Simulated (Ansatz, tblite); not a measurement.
Adding an electron: the cluster K₂F₂⁺. Total charge 1; doublet. Geometry: PBE0-D4/def2-TZVP. Ansatz, gas phase; energy differences of separate SCF runs; the reduced species was run as a singlet alone.

```xyz
4

K     1.2542   -1.9371   -0.1796
K    -1.2557    1.9361    0.1795
F     0.0959    0.1511   -0.9587
F    -0.0944   -0.1501    0.9588
```

The xTB rows come from tblite. LC-ωPBE has ω = 0.4 bohr⁻¹. B3LYP takes the VWN-RPA correlation. In the doublet, F3 and F4 lie 1.95 Å apart (atoms count from 1), so these atoms are partly bonded to each other. The structure comes from a short search, and lower isomers may exist.

```json
{"level": "GFN1-xTB", "−HOMO (eV)": "–", "−LUMO (eV)": "–", "vertical EA (eV)": "11.18", "HOMO–LUMO gap (eV)": "–"}
{"level": "GFN2-xTB", "−HOMO (eV)": "–", "−LUMO (eV)": "–", "vertical EA (eV)": "10.87", "HOMO–LUMO gap (eV)": "–"}
{"level": "LDA (SPW92)/def2-TZVP", "−HOMO (eV)": "11.37", "−LUMO (eV)": "9.88", "vertical EA (eV)": "5.54", "HOMO–LUMO gap (eV)": "1.49"}
{"level": "r2SCAN-D4/def2-TZVP", "−HOMO (eV)": "11.58", "−LUMO (eV)": "8.89", "vertical EA (eV)": "5.06", "HOMO–LUMO gap (eV)": "2.69"}
{"level": "CAM-B3LYP-D4/def2-TZVP", "−HOMO (eV)": "14.89", "−LUMO (eV)": "6.75", "vertical EA (eV)": "5.48", "HOMO–LUMO gap (eV)": "8.14"}
```

**Question.** Estimate the rows for PBE-D4/def2-TZVP, r2SCANh-D4/def2-TZVP, B3LYP-D4/def2-TZVP, PBE0-D4/def2-TZVP, LC-ωPBE/def2-TZVP.

**Answer.** 
```csv
level,−HOMO (eV),−LUMO (eV),vertical EA (eV),HOMO–LUMO gap (eV)
PBE-D4/def2-TZVP,11.15,9.32,5.17,1.83
r2SCANh-D4/def2-TZVP,12.38,8.32,5.10,4.06
B3LYP-D4/def2-TZVP,12.96,8.25,5.34,4.71
PBE0-D4/def2-TZVP,13.25,7.77,5.20,5.48
LC-ωPBE/def2-TZVP,16.18,5.58,5.48,10.60
```

  HOMO and LUMO are the levels of the spin that leaves or enters (xTB has no such levels and no spin-polarisation term). Other spin states of the ions may lie lower, which would lower the ionisation energy or raise the affinity. Raw xTB energy differences between charge states are shifted by several eV; the methods need an empirical correction for them.
